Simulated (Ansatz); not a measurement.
System: sum formula SiHBr2, net charge 0, doublet state. It need not be the lowest isomer of its formula. 
Coordinates optimised at B3LYP-D3(BJ)/def2-TZVP (Ansatz, a quantum-chemistry and plane-wave program):
```xyz
4

Si    -0.0023    -1.0279     0.0647
Br    -1.8407     0.2400     0.0579
Br     1.8428     0.2247    -0.0508
H     -0.0419    -1.8745    -1.1568
```
Charge 0, spin multiplicity 2.

Total electronic energies in hartree. Valence correlation only, unless marked. UHF or UKS for open shells. Spin-orbit coupling is left out. Frozen are the shells of the preceding noble gas and the d and f shells that filled before the atom's block. No relativistic terms. Basis-set limits of correlation are two-point, X^-3; Hartree-Fock from the larger set. The bracket is a focal-point correction in the basis named.

```csv
level,program,energy (Eh)
r2SCANh-D4/def2-TZVPD,Ansatz + dftd4,-5438.40753
r2SCAN0-D4/def2-TZVPD,Ansatz + dftd4,-5438.40459
HSE06/def2-TZVPD,Ansatz,-5437.74905
B2GP-PLYP/def2-TZVPD,Ansatz,[?]
SCS-MP2/def2-SVP,Ansatz,-5433.98719
CCSD/def2-TZVPP,Ansatz,-5434.87446
CCSD(T)/def2-SVP,Ansatz,-5434.03705
"RI-MP2/CBS(def2-TZVPP,def2-QZVPP)+[CCSD(T)-MP2]/def2-QZVPP",Ansatz,-5435.0785
"CCSD(T)/CBS(def2-TZVPPD,def2-QZVPPD)",Ansatz,-5435.0789
```

Problem. Fill in the missing entries.

Solution. 
- B2GP-PLYP/def2-TZVPD, energy (Eh): -5437.16827
